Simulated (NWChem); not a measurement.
System: SnI₂F₂; SMILES [I][Sn]([I])([F])[F]

Here is an NWChem input.

```
start job
memory heap 200 mb stack 900 mb global 1100 mb
geometry units angstroms noautoz
  F      0.000000     1.504131    -1.925673
  Sn     0.000000     0.000000    -0.728384
  F      0.000000    -1.504131    -1.925673
  I      2.249228     0.000000     0.666230
  I     -2.249228     0.000000     0.666230
end
basis spherical
  * library 3-21g
end
dft
  xc xtpss03 ctpss03
  iterations 150
  mulliken
end
task dft energy
```

The geometry was optimised at PBE0/def2-SVP (def2 core potentials past Kr).

Task: What results follow from this input? (TPSS/3-21G, non-relativistic.) Quantities: basis functions; energy (Ha); highest occupied level (eV); orbital gap (eV); dipole (D).

Result: 
```json
{
  "number_of_basis_functions": "111",
  "energy (Ha)": "-19976.48",
  "highest occupied level (eV)": "-7.33",
  "orbital gap (eV)": "3.44",
  "dipole (D)": "1.24"
}
```
